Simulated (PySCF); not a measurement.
## Spinor energies of Ce (cerium, neutral)

Start: [Xe] 4f1 5d1 6s2; 4f5/2 filled at m_j = +5/2; 5d3/2 filled at m_j = +3/2. Calculated with PySCF 2.14 in x2c-SVPall-2c: generalised Hartree-Fock with the X2C-1e Hamiltonian and a Gaussian nucleus; one run each with spin-orbit coupling (SO) switched off, then screened by Boettger's factors.

| spinor shell | electrons | ε, spin-free (eV) | ε, screened SO (eV) | weight of nominal j (screened SO) | rms radius, screened SO (bohr) |
| --- | --- | --- | --- | --- | --- |
| 1s1/2 | 2 | -40641.9 | -40636.2 | 1.000 | 0.0281 |
| 2s1/2 | 2 | -6617.6 | -6615.7 | 1.000 | 0.114 |
| 2p1/2 | 2 | -5920.3 | -6232.7 | 1.000 | 0.0979 |
| 2p3/2 | 4 | -5920.3 | -5782.1 | 1.000 | 0.104 |
| 3s1/2 | 2 | -1471.6 | -1470.8 | 1.000 | 0.296 |
| 3p1/2 | 2 | -1244.8 | -1307.5 | 1.000 | 0.288 |
| 3p3/2 | 4 | -1244.8 | -1216.4 | 1.000 | 0.301 |
| 3d3/2 | 4 | -922.31 | -933.52 | 1.000 | 0.272 |
| 3d5/2 | 6 | -922.31 | -913.86 | 1.000 | 0.276 |
| 4s1/2 | 2 | -317.64 | -317.22 | 1.000 | 0.676 |
| 4p1/2 | 2 | -240.68 | -254.46 | 0.998 | 0.700 |
| 4p3/2 | 4 | -240.68 | -234.08 | 0.999 | 0.727 |
| 4d3/2 | 4 | -126.56 | -129.29 | 0.976 | 0.796 |
| 4d5/2 | 6 | -126.56 | -124.17 | 0.984 | 0.805 |
| 5s1/2 | 2 | -50.601 | -50.360 | 1.000 | 1.63 |
| 5p1/2 | 2 | -28.885 | -31.449 | 0.967 | 1.84 |
| 5p3/2 | 4 | -28.885 | -27.423 | 0.983 | 1.92 |
| 4f5/2 | 1 | -14.209 | -14.130 | 1.000 | 1.22 |
| 5d3/2 | 1 | -6.568 | -6.690 | 0.998 | 3.13 |
| 6s1/2 | 2 | -5.128 | -5.142 | 0.783 | 4.65 |

```csv
quantity,spin-free,screened SO
E (hartree),-8854.29012,-8858.13746
M_J,4,4
⟨J²⟩,24.927,20.068
⟨L²⟩,32.322,30.065
⟨S²⟩,2.608,2.553
```

Each row is a mean over spinors that exchange with the open shell spreads, by up to 6.494 eV (4d3/2).

Rows whose weight is well below 1 are mixtures of j = l ± 1/2: exchange outweighs spin-orbit coupling there, and the label is only the starting occupation.

⟨J²⟩ departs a little from M_J(M_J + 1) because the unrestricted spinors polarise the closed shells.

Breit and QED terms are absent; they matter most for the inner s and p1/2 levels.

Densities and radii are taken from the X2C orbitals without a picture-change correction, which distorts them close to the nucleus.

Without spin-orbit coupling the j labels of p, d and f shells carry no meaning; the spin-free column gives the mean over the occupied spinors of each nl shell, and its ⟨J²⟩ belongs to a mixture of degenerate components.
